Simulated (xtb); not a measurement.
CH5ClO3Si, SMILES O[Si](Cl)(O)OC. All values are semi-empirical tight-binding results from xtb (GFN2-xTB unless named), good for trends rather than for accurate numbers. Coordinates come from a GFN2-xTB optimisation. Other conformers were not sampled.

Optimised geometry:

Bonded distances (Å): C1–O2 1.405, C1–H7 1.091, C1–H8 1.090, C1–H9 1.092, O2–Si3 1.611, Si3–O4 1.616, Si3–O5 1.616, Si3–Cl6 2.027, O4–H10 0.954, O5–H11 0.953. Bond angles (°): O2–C1–H7 110.3, O2–C1–H8 107.4, O2–C1–H9 110.6, H7–C1–H8 109.8, H7–C1–H9 109.1, H8–C1–H9 109.7, C1–O2–Si3 128.7, O2–Si3–O4 110.8, O2–Si3–O5 107.6, O2–Si3–Cl6 110.0, O4–Si3–O5 109.0, O4–Si3–Cl6 109.2, O5–Si3–Cl6 110.4, Si3–O4–H10 121.0, Si3–O5–H11 120.6.
Charge 0, spin multiplicity 1.

Question: Estimate the properties. (The exact figures need the calculation; the answer reports its results.)

Answer: 
* **orbital gap**: 8.62 eV
* **dipole moment**: 1.51 D
* **zero-point energy**: 44.3 kcal/mol
* **G − E(el) at 298.15 K (modified RRHO)**: 22.9 kcal/mol
* **static polarisability (D4 model)**: 75.3 bohr³
* **solvation energy, GFN2-xTB/ALPB(water)**: -10.2 kcal/mol
* **solvation energy, GFN2-xTB/ALPB(acetonitrile)**: -10.1 kcal/mol

Question: Give the atomic charges and the Wiberg bond orders between heavy atoms. (Estimate from the structure and the level; the computed values follow.)

Answer: charges (e) C1 0.03, O2 -0.34, Si3 0.67, O4 -0.45, O5 -0.46, Cl6 -0.27, H7 0.05, H8 0.06, H9 0.05, H10 0.33, H11 0.33. Bond orders C1–O2 0.98, O2–Si3 1.15, Si3–O4 1.18, Si3–O5 1.15, Si3–Cl6 0.97.
